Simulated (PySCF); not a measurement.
Compound: C₆H₈BF₂N.
SMILES with atom numbers: `[CH2:1]=[N:2][C@:3]12[CH2:4][C@:5]([B:6]([F:7])[F:8])([CH2:9]1)[CH2:10]2` (hydrogens: H11, H12 on C1; H13, H14 on C4; H15, H16 on C9; H17, H18 on C10)

Structure used (PBE0-D3(BJ)/def2-SVP), in Å, numbered top down from 1:
```xyz
18
C6H8BF2N angstrom
C      2.7226   -0.6373    0.6895
N      2.1011   -0.5780   -0.4089
C      0.7387   -0.2112   -0.3889
C     -0.1948    0.1497    0.8014
C     -1.0725    0.2687   -0.4843
B     -2.5767    0.6494   -0.4912
F     -3.4987   -0.2113   -0.0995
F     -2.9986    1.8449   -0.8588
C     -0.4196   -1.0643   -0.9470
C      0.1296    0.9882   -1.1464
H      3.7847   -0.9208    0.6985
H      2.2524   -0.4155    1.6678
H      0.0085    1.0927    1.3332
H     -0.4637   -0.6623    1.4951
H     -0.4107   -1.2529   -2.0312
H     -0.6830   -1.9675   -0.3754
H      0.1810    0.9492   -2.2449
H      0.3814    1.9882   -0.7610
```

Theory: TDDFT B3LYP/def2-SVPD, vertical, gas phase, core orbitals frozen in the response (PySCF 2.14.0, density-fitted response routines).

Kohn–Sham orbitals with the atoms that hold most of them (Löwdin shares over 4%, at most four atoms; ? is withheld):

| orbital | ε (eV) | atoms |
| --- | --- | --- |
| HOMO-3 | -9.26 | C5 25%, C10 20%, C9 20%, H18 7% |
| HOMO-2 | -8.88 | C5 19%, C3 15%, C9 12%, C10 11% |
| HOMO-1 | -8.41 | ? |
| HOMO | -7.27 | N2 54%, C1 12%, C4 10%, C3 9% |
| LUMO | -1.02 | ? |
| LUMO+1 | -0.42 | B6 37%, F8 15%, F7 14%, C5 11% |
| LUMO+2 | 0.09 | B6 47%, C4 6%, F7 6%, F8 6% |

Problem. Which atoms hold the LUMO, and with what shares?

Solution. C1 (bonded to N and 2 H) 39%; N2 (bonded to 2 C) 35%; H12 (bonded to C) 7%; H11 (bonded to C) 7%. By element: carbon 39% or more, nitrogen 35%, hydrogen 14% or more.

Problem. Give the leading atoms of the HOMO-1.

Solution. N2 (bonded to 2 C) 24%; C1 (bonded to N and 2 H) 23%; C3 (bonded to 3 C and N) 14%; C10 (bonded to 2 C and 2 H) 12%. By element: carbon 50% or more, nitrogen 24%.

Problem. The HOMO–LUMO gap is 6.25 eV. Where does the response calculation put the lowest singlet, and from which orbitals?

Solution. S1 is at 4.72 eV (f = 0.0016), 1.53 eV below the gap, made of HOMO→LUMO (99%). Without the coupling terms of the response equations the lowest excitation would equal the gap.

Problem. Give energy, strength and leading configuration of S1, S2, S4 and S7, and follow the Löwdin shares of the leading atoms from the occupied to the empty orbital.

Solution. 
- S1 (4.72 eV, f 0.0016), HOMO→LUMO (99%): N2 54% → 35%, C1 12% → 39%
- S2 (6.13 eV, f 0.027), HOMO→LUMO+1 (98%): N2 54% → at most 11%, C1 12% → at most 11%, B6 at most 10% → 37%, F8 at most 10% → 15%
- S4 (6.85 eV, f 0.0011), HOMO-2→LUMO (97%): C5 19% → at most 7%, C3 15% → at most 7%, C1 at most 12% → 39%, N2 at most 12% → 35%
- S7 (7.19 eV, f 0.049), HOMO-1→LUMO+1 (80%): N2 24% → at most 11%, C1 23% → at most 11%, B6 at most 13% → 37%, F8 at most 13% → 15%

One conformer stands for the species.
